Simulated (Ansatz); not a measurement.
```xyz
11

C    -0.0014   -0.2667   -1.2721
C    -0.0077    0.5858   -0.0001
C     0.0003   -0.2661    1.2673
H    -0.0002    0.3698   -2.1646
H     0.8915   -0.9156   -1.3270
H    -0.8826   -0.9111   -1.3124
H    -0.8701    1.2492    0.0036
H     0.8725    1.2545   -0.0008
H    -0.0050    0.3719    2.1827
H    -0.8939   -0.9012    1.3190
H     0.8909   -0.9176    1.3175
```

Basis set: 6-31G* (spherical functions). Correlated methods keep 3 orbitals frozen. Charge 0, multiplicity 1.

Computed with Ansatz (development build ahead of 0.2.0); each method stands on the lowest determinant of its kind that the runs found. Restricted open shells among the atoms or ions are ROHF, correlated in semicanonical orbitals with singles.

(1) Give the atomization energy at this shape (free ground-state atoms in the same class of orbitals less the molecule, no zero-point energy) of singlet C3H8 by RHF-MP2, RHF.

## Answers

(1)

```csv
method,atomization energy
RHF-MP2,40.17 eV
RHF,33.88 eV
```
